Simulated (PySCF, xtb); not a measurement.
GaHBr2, SMILES [Br][GaH][Br].

Harmonic wavenumbers (cm⁻¹) from xtb 6.7.1 with GFN2-xTB at its own minimum, in rising order: 75, 257, 313, 328, 505, 1684.

Task: What does PBE-D3(BJ)/def2-SVP run with PySCF give at its own minimum? (The exact figures need the calculation; the answer reports its results.)

Result: 89, 275, 328, 402, 573, 1968. Paired by order, the mean absolute difference is 79 cm⁻¹ and the zero-point energies are 4.5 and 5.2 kcal/mol.
